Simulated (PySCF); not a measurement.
Species: C₂F₄O.
Atom-mapped SMILES: `[O:1]=[C:2]([F:3])[C:4]([F:5])([F:6])[F:7]`

Computed, not measured: PBE0-D3(BJ)/def2-SVP geometry optimisation, gas phase (PySCF 2.14.0).

(1) What internal coordinates does the optimisation give?

## Answers

(1) 
```json
{"bond": "O1=C2", "length (pm)": "117.6"}
{"bond": "C2–F3", "length (pm)": "132.3"}
{"bond": "C2–C4", "length (pm)": "153.7"}
{"bond": "C4–F5, C4–F6", "length (pm)": "132.7"}
{"bond": "C4–F7", "length (pm)": "131.8"}
```

Bonds in one row agree within 1 pm and their mean is given. A selection of angles:
```json
{"angle": "O1–C2–F3", "degrees": "124.1"}
{"angle": "O1–C2–C4", "degrees": "126.2"}
{"angle": "F3–C2–C4", "degrees": "109.6"}
{"angle": "C2–C4–F5", "degrees": "109.7"}
{"angle": "F5–C4–F6", "degrees": "108.7"}
```

Dihedral angles: O1–C2–C4–F5 -120° (anticlinal).

Point group: Cs (every atom within 0.08 Å of its image). PBE0-D3(BJ)/def2-SVP frequencies: not computed here.
